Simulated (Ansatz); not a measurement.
Cartesian coordinates (Å):
```xyz
19

B      2.8780    -0.1299     0.2622
Si     1.4978    -1.5025    -0.1208
Si    -0.3798    -0.0609    -0.0486
Si    -2.2704    -1.2950    -0.6744
Si    -0.0890     1.7266    -1.5360
Si    -0.6613     0.7618     2.1265
H      3.1453     0.1781     1.3997
H      3.3581     0.5217    -0.6354
H      1.5319    -2.1264    -1.4803
H      1.2857    -2.5596     0.9167
H     -2.4611    -2.4435     0.2641
H     -2.0949    -1.8240    -2.0619
H     -3.4896    -0.4286    -0.6356
H     -1.3365     2.5501    -1.5971
H      0.2177     1.2094    -2.9054
H      1.0406     2.5976    -1.0852
H      0.5167     1.5940     2.5217
H     -1.8940     1.6059     2.2008
H     -0.7949    -0.3748     3.0891
```
Charge 0, spin multiplicity 1.

Level of theory: frozen-core CCSD(T)/cc-pVTZ // PBE0-D3(BJ)/def2-SVP (Ansatz, a first-principles code).

```
Quantity                        Result
----------------------  --------------
HF energy               -1476.94957 Ha
MP2 correlation energy     -0.73861 Ha
```

Q: Estimate the CCSD correlation energy, the (T) correction, the total energy and the T1 diagnostic.

A: 
```
Property                          Value
-----------------------  --------------
CCSD correlation energy     -0.85474 Ha
(T) correction              -0.03344 Ha
CCSD(T) total energy     -1477.83776 Ha
T1 diagnostic                     0.015
```
